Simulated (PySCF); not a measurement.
Geometries of 2 isomers of BH7N2Si, from PBE0-D3(BJ)/def2-SVP geometry optimisation, gas phase (PySCF). One conformer each, no zero-point energy, no frequencies.

Task: Which is lower in electronic energy at this level?
A.
```xyz
11
angstrom
B      2.043    0.141   -0.486
N      0.876    0.235    0.283
Si    -0.648   -0.607    0.028
N     -1.938    0.533    0.047
H      3.021    0.786   -0.175
H      2.057   -0.583   -1.457
H      0.899    0.866    1.081
H     -0.955   -1.545    1.150
H     -0.442   -1.372   -1.236
H     -2.824    0.295    0.476
H     -2.052    1.223   -0.687
```
B.
```xyz
11
angstrom
N      2.212   -0.301   -0.226
B      0.950    0.267    0.023
N     -0.276   -0.427   -0.212
Si    -1.881    0.218   -0.001
H      3.067    0.203   -0.044
H      2.360   -1.233   -0.592
H      0.905    1.396    0.462
H     -0.212   -1.369   -0.589
H     -2.542    0.573   -1.298
H     -2.758   -0.794    0.668
H     -1.790    1.444    0.841
```

Result: B. That is `N(BN)[SiH3]`, 13.9 kcal/mol below the other.

```tsv
SMILES	atoms numbered as above	E (Eh)	relative (kcal/mol)	relative (kJ/mol)	dipole (D)
NBN[SiH3]	[NH2:1][BH:2][NH:3][SiH3:4]	-427.67563	0.0	0.0	2.31
BN[SiH2]N	[BH2:1][NH:2][SiH2:3][NH2:4]	-427.65341	13.9	58.3	2.71
```
